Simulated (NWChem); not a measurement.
SiHBrF2; SMILES F[SiH](F)Br

Results from NWChem. Geometry: optimised at PBE0/def2-SVP. Level: PBE0/def2-SVP with SMD (1 M gas to 1 M solution), gas-phase geometry. Reactions with the solvent are ignored.

Task: What does the run give for solvent n-hexane? Quantities: solvation free energy (kcal/mol); cavity-dispersion-structure term (kcal/mol); dipole in solution (D).

Result: 
```json
{
 "solvation free energy (kcal/mol)": "-2.5",
 "cavity-dispersion-structure term (kcal/mol)": "-1.7",
 "dipole in solution (D)": "1.47"
}
```
